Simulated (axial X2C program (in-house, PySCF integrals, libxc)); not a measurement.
**HfO: nuclear properties from DFT to coupled cluster**

Calculated with an axial X2C code built on PySCF integrals: two-component X2C with atomic mean-field Coulomb and Gaunt terms, Gaussian nuclei, basis Hf dyall-acv3z, O dyall-av3z with contracted cores.

R = 1.713 Å (near the PBE0 minimum at charge 0 of the determinant lowest at the starting distance; the state shown can have its own minimum elsewhere); state Ω = 0 (closed shell).

| level | qzz O (a.u.) | μ (D) |
| --- | --- | --- |
| PBE0 | -0.54 | -3.43 |
| HF | -0.66 | -3.91 |
| B3LYP | -0.55 | -3.49 |

qzz is the electric field gradient, eQq0 = 234.96 MHz × Q/barn × qzz; μ is positive if the O end (last atom) is positive. The operators were transformed with the bare-nucleus X2C matrices; with these basis sets, hyperfine constants and field gradients can be off by tens of per cent, and where levels differ in sign neither size nor sign is settled.

Finite-field MP2, CCSD and CCSD(T), with 18 electrons correlated in 130 natural virtual spinors (MP2 remainder added):

```json
{"level": "MP2", "qzz O (a.u.)": "-0.53", "μ (D)": "-3.25"}
{"level": "CCSD", "qzz O (a.u.)": "-0.58", "μ (D)": "-3.57"}
{"level": "CCSD(T)", "qzz O (a.u.)": "-0.57", "μ (D)": "-3.37"}
```

T1 = 0.026 (Lee–Taylor). One unrestricted determinant, the lowest of a limited PBE0 search, is the reference; the functionals treat spin collinearly. Correlation of the inner shells is missing, which matters for properties at the nucleus. Number of frozen shells: Hf 4 s, 3 p, 2 d, 1 f; O 1 s.

Problem. By how much does correlation change each value, CCSD(T) against HF?

Solution. qzz O -14 %; μ -14 %.
